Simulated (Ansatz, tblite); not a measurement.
Cost and result up the ladder for Al(phosphinine)H3 (C5H8AlP) (15 atoms). The state is a singlet with charge 0. Geometry: PBE-D4/def2-SVP.

```xyz
15

Al    0.935   -0.176   -3.110
P     0.185   -0.048   -0.721
C     0.524   -1.170    0.560
C     0.084   -0.978    1.875
C    -0.670    0.135    2.289
C    -1.061    1.168    1.420
C    -0.739    1.199    0.057
H     1.108   -2.068    0.303
H     0.342   -1.742    2.627
H    -0.971    0.198    3.346
H    -1.654    2.000    1.833
H    -1.082    2.040   -0.567
H    -0.339    0.572   -3.754
H     1.026   -1.785   -3.176
H     2.312    0.653   -2.983
```

Ansatz on 4 threads of Intel Xeon on a shared host; xTB runs through tblite on one thread. Times are rough, summed over both states, and most runs start from the orbitals of an earlier one. PBE0-D4/def2-TZVP serves as the yardstick here, not as an exact answer. The other state is a triplet.

The xTB rows come from tblite.

xTB has no spin-polarisation term.

| level | functions | vertical triplet (eV) | difference from PBE0-D4/def2-TZVP (eV) |
| --- | --- | --- | --- |
| GFN2-xTB | 46 | 2.97 | -0.11 |
| PBE0-D4/def2-TZVP | 277 | 3.08 | 0.00 |
| PBE-D4/def2-TZVP | 277 | 3.08 | 0.00 |
| GFN1-xTB | 54 | 3.18 | 0.10 |
| r2SCAN-D4/def2-TZVP (with forces) | 277 | 3.00 | -0.08 |

Estimate how long each takes.

GFN2-xTB 0.083 s; GFN1-xTB 0.1 s; PBE-D4/def2-TZVP 21 s; r2SCAN-D4/def2-TZVP (with forces) 66 s; PBE0-D4/def2-TZVP 74 s. On shared hardware such times vary by a factor of up to 3.
